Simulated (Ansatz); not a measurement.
Born–Oppenheimer molecular dynamics of CH5ClGe (8 atoms, charge 0, multiplicity 1). It starts from a relaxed structure.

These are results of Ansatz 0.2.0, RKS BLYP-D4/def2-SVP, not measurements.

```yaml
ensemble: NVT, Langevin thermostat
time_step: 0.5 fs
steps_asked: 100
set_temperature: 400 K
friction: 0.001 /fs
seed: 13719
```

First frame:

```xyz
8
Properties=species:S:1:pos:R:3
Ge -0.027 0.025 -0.032
Cl 0.402 -0.225 2.119
H 1.339 0.241 -0.742
H -0.924 1.286 -0.169
C -0.939 -1.609 -0.654
H -1.877 -1.754 -0.086
H -1.176 -1.518 -1.733
H -0.283 -2.487 -0.499
```

Task: How far do the bonds stretch over the last three quarters of this one trajectory? (Pairs bonded in most of those frames.)

Result: 
```
   bond  mean (Å)  spread (Å)  shortest  longest
Ge1–Cl2     2.222       0.012      2.20     2.23
 Ge1–H3     1.556       0.016      1.53     1.58
 Ge1–H4     1.553       0.008      1.54     1.57
 Ge1–C5     1.979       0.030      1.93     2.02
  C5–H6     1.111       0.028      1.06     1.16
  C5–H7     1.115       0.025      1.08     1.15
  C5–H8     1.114       0.026      1.07     1.15
```

Mean temperature of the second half: 191 K. The mean temperature of the second half is 52 % below the set value. A run of 0.05 ps of so small a system gives no equilibrium averages.

Time of the run: 2.3 min on 2 threads of Arm Neoverse V1 (shared host), peak memory 0.12 GiB.
